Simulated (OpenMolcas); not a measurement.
Cu³⁺: CASPT2 settings compared

* Program: OpenMolcas
* Basis: ANO-R2 [6s4p4d2f1g]
* Scalar Hamiltonian: X2C, finite nucleus
* Active space: 8 electrons in 5 orbitals (3d)
* State averaging: 2S+1 = 3 even, 10 roots; 2S+1 = 1 even, 14 roots kept (CI in the orbitals of an earlier block)
* Spin-orbit coupling: state interaction with AMFI integrals over the reference wave functions, term energies averaged over their components

Methods on the same reference wave functions:
A. CASSCF
B. SS-CASPT2, IPEA 0.4 Eh, sigma1 regulariser 0.2 Eh (closed shells correlated: 3s 3p)
C. SS-CASPT2, IPEA 0.35 Eh, sigma2 regulariser 0.05 Eh (closed shells correlated: 3s 3p)
D. XMS-CASPT2, IPEA 0.5 Eh, sigma1 regulariser 0.1 Eh (closed shells correlated: 3s 3p)

Energies in eV above 3d⁸ ³F₄, the measured ground level; measured values from Sugar and Musgrove, J. Phys. Chem. Ref. Data 19, 527 (1990).

```csv
Level,A,B,C,D,Measured
3d⁸ ³F₄,0.0000,0.0000,0.0000,0.0000,0.0000
3d⁸ ³F₃,0.2278,0.2282,0.2282,0.2282,0.2308
3d⁸ ³F₂,0.3816,0.378,0.378,0.378,0.3816
3d⁸ ¹D₂,2.4320,1.955,1.951,2.018,2.0145
3d⁸ ³P₂,2.9501,2.460,2.452,2.489,2.4421
3d⁸ ³P₁,3.0053,2.513,2.505,2.537,2.4917
3d⁸ ³P₀,3.0615,2.569,2.561,2.593,2.5321
3d⁸ ¹G₄,3.7740,3.354,3.353,3.395,3.3368
```

Deviations, from unrounded energies. A percentage is the sum of absolute deviations over the sum of measured energies, with the sign that they share, or ± where signs differ.

| Against measurement | Levels | A | B | C | D |
| --- | --- | --- | --- | --- | --- |
| mean absolute deviation (cm-1) | 7 | 2800 | 180 | 160 | 250 |
| fine structure of the ground term (%) | 2 | ±0.5 | -1.0 | -1.1 | -0.9 |
| other terms of the ground configuration (%) | 5 | +18.8 | ±1.2 | ±1.0 | +1.7 |

C lies closest to measurement on these levels and A furthest from it. The largest miss of C in the table is 3d⁸ ¹D₂, by -510 cm-1. The ranking rests on the paired levels alone, and a cruder setting can come out closer through cancelling errors.

Among B to D the level of the table that moves most is 3d⁸ ¹D₂, by 540 cm-1 (lowest in C, highest in D). Moves below CASPT2's spread within the term are not significant.

The mean deviations of B to D differ by less than CASPT2's widest spread within a term (2200 cm-1), so their order carries little weight.

From A to B the spin-free energies of the other terms of 3d⁸ shown, above ³F, scale by factors of 0.79 to 0.88, as is usual when dynamic correlation screens the repulsion within a d or f shell.

The lowest spin-free term lies below A's lowest term by 0.604 hartree in B, 0.604 hartree in C, 0.607 hartree in D.

Term energies are means over components that CASPT2 splits; among the terms shown or strongly mixed into the levels shown the widest spread is 2200 cm-1 (3d⁸ ³F, D). Terms from blocks run as CI alone lack orbitals of their own. Without dynamic correlation excited terms often stand tens of per cent too high (terms of higher spin than the ground term too low), and those without a measured partner can miss by more than the paired ones (holds for A). Measured partners are found by configuration, term and J. A level has none where our copy of the source lacks it or the pairing is in doubt (some pairs that miss far off the trend of their configuration count as doubtful), and it then counts in no deviation. Levels of configurations outside the active space are missing.
